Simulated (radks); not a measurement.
Species: Tb1.125+. Configuration: [Kr] 4d10 4f9 5s1.875 5p6 6s1 (fractional occupations, a model configuration). Method: Dirac Kohn-Sham, LDA (Slater exchange, Perdew-Wang correlation), spin-unpolarised, spherical densities, finite nucleus; open shells are shared between the two j in proportion to 2j + 1; Fermi nuclear charge, rms radius 5.06 fm; computed with a radial shooting solver on a logarithmic mesh with Libxc functionals.

Spin-orbit splittings of the eigenvalues, e(l+1/2) - e(l-1/2), with zeta = 2 splitting/(2l+1) and mean radii in bohr:

shell  occ.  splitting (eV)  zeta (eV)  <r> j=l-1/2  <r> j=l+1/2
2p        6           745.7      497.1      0.07592      0.08287
3p        6           153.9      102.6       0.2288       0.2420
3d       10           33.61      13.44       0.2142       0.2183
4p        6           34.43      22.95       0.5529       0.5834
4d       10           6.217      2.487       0.6180       0.6289
4f        9          0.7912     0.2260       0.8860       0.9046
5p        6           4.473      2.982        1.494        1.598
